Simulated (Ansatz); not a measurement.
Geometry optimisation, Ansatz 0.2.0, RHF/def2-SVP.

Input file:

```yaml
crystal:
  periodic: [false, false, false]
  atoms:
    - { symbol: Ta, position_ang: [-0.312452, 0.213107, 0.16533] }
    - { symbol: F, position_ang: [1.574209, 0.166863, 0.418043] }
    - { symbol: Cl, position_ang: [-0.42165, 0.639438, 2.459805] }
    - { symbol: Cl, position_ang: [0.151847, -0.77749, -1.90988] }
    - { symbol: Cl, position_ang: [-0.92278, 2.265786, -0.581558] }
    - { symbol: Cl, position_ang: [-2.241205, -1.050483, 0.314288] }
    - { symbol: S, position_ang: [1.423569, -2.841935, 1.305068] }
    - { symbol: H, position_ang: [1.432805, -3.493952, 0.13979] }
    - { symbol: H, position_ang: [2.216857, -1.816535, 0.860415] }
basis:
  gaussian: { orbitals: def2-SVP }
hamiltonian:
  xc: hf
relax:
  f_tol: 0.03
  max_steps: 50
output:
  orbitals: {}
```

Run as:

```bash
$ ansatz run input.yaml --threads 4 --pin off --max-ram 5120MiB --backend cpu --events-out ev --progress --plain --runs-dir out
```

Task: Where does it end, and by what steps?

Result: The forces met the threshold. After 9 steps the energy has fallen by 0.307 eV; S7 moved furthest, 0.57 Å. Joined: Ta1–S7 (3.69 → 2.95 Å).

```tsv
step	energy less start (eV)	largest force component (eV/Å)	accepted
0	0.0000	0.987	yes
1	-0.0920	0.778	yes
2	-0.1447	1.240	yes
3	-0.2544	0.950	yes
4	-0.2859	0.430	yes
5	-0.2752	0.441	no
6	-0.3010	0.219	yes
7	-0.3049	0.134	yes
8	-0.2991	0.367	no
9	-0.3073	0.020	yes
```

```xyz
9
Properties=species:S:1:pos:R:3
Ta -0.166 0.059 0.185
F 1.662 0.480 0.258
Cl -0.229 0.467 2.497
Cl 0.274 -0.893 -1.929
Cl -1.008 2.052 -0.526
Cl -2.119 -1.230 0.345
S 1.042 -2.447 1.163
H 1.131 -3.140 0.025
H 2.316 -2.043 1.153
```

Whether the end is a true minimum wasn't checked by a vibrational analysis.

Run time: 28 s on 4 threads of Arm Neoverse V2, with other jobs on the host, peak memory 0.48 GiB.
